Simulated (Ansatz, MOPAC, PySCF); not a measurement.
Complex: C2H2 (SMILES C#C) (first 4 atoms) with H2S (SMILES S); geometry from B3LYP-D3(BJ)/def2-TZVP.
(charge 0, multiplicity 1):
```xyz
7

C     -0.5123     0.7521     0.1693
C     -0.5379    -0.4381     0.0418
H     -0.4887     1.8089     0.2820
H     -0.5590    -1.4951    -0.0700
S      0.9836    -0.3501     3.6988
H     -0.2701    -0.3655     4.1787
H      0.5615    -0.1526     2.4378
```

Interaction energies are E(AB) − E(A) − E(B) at the monomers' geometry in the complex; basis-set methods are counterpoise corrected. Rows marked so take none.

Frozen-core correlation. Rows in 6-31G*, STO-3G carry no dispersion term and start afresh at each structure (6-31G* with six Cartesian d functions). The state that AM1 reach isn't checked.

Programs: Ansatz (a program for electronic structure); MOPAC for AM1 (differences of heats of formation); PySCF for 6-31G* rows, M06-2X, STO-3G rows, the dispersion terms. 

```
level                        interaction energy (kJ/mol)
---------------------------  ---------------------------
AM1                                                 -2.6
HF/STO-3G (no counterpoise)                          1.0
HF/6-31G*                                           -0.1
HF/aug-cc-pV(D+d)Z                                   0.6
B3LYP/6-31G*                                        -3.8
M06-2X/def2-TZVPPD                                  -6.0
B2PLYP-D4/def2-TZVPPD                               -6.4
MP2/aug-cc-pV(D+d)Z                                 -6.1
MP2/aug-cc-pV(T+d)Z                                    …
```

Task: Some entries are withheld; supply them.

Result: 
- MP2/aug-cc-pV(T+d)Z, interaction energy (kJ/mol): -7.5
